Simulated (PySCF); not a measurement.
SMILES C#CCCl (C3H3Cl) at its PBE/def2-SVP optimised geometry (Å):

```
7

C      1.1501    -0.5990    -0.0001
C     -0.0720    -0.5812     0.0000
C     -1.5228    -0.5812     0.0000
Cl    -2.2313     1.0940     0.0000
H      2.2313    -0.6120    -0.0001
H     -1.9225    -1.0940     0.8979
H     -1.9225    -1.0939    -0.8979
```

Calculation: PBE/def2-TZVP in PySCF. Cells within 0.4 Å of a nucleus heavier than hydrogen are left out (blank, or x).

Map of the LUMO amplitude (bohr^(-3/2)) on the plane z = 0.0 Å; orbital energy -1.64 eV, overall sign arbitrary:

```
|444444444444444444444444444|
|444444444444444444444444444|
|444444444444444444444444444|
|444444444444444444444444444|
|444455555444444444444444444|
|445555555544444444444444444|
|445566665544444444444444444|
|455567765444444444444444444|
|455678974444444444444444444|
|455568xx2234444433334444444|
|445544xx0134444333333444444|
|444431000245554332333344444|
|444432124566654321223344444|
|444443468987775200123344444|
|44444458xx76xx53xx233444444|
|44444567xx33xx45xx544444444|
|444445542000003699755444444|
|444444432111124677765544444|
|444444433222234566655444444|
|444444433322334555555444444|
|444444433333334455554444444|
|444444444333444444444444444|
|444444444444444444444444444|
|444444444444444444444444444|
|444444444444444444444444444|
|444444444444444444444444444|
|444444444444444444444444444|
```
Scale: ten equal steps from -0.153 (start of '0') to 0.186 (end of '9'), in the order '0123456789'; x runs from -4.50 to 4.50, y from -4.50 (bottom) to 4.50 (top).
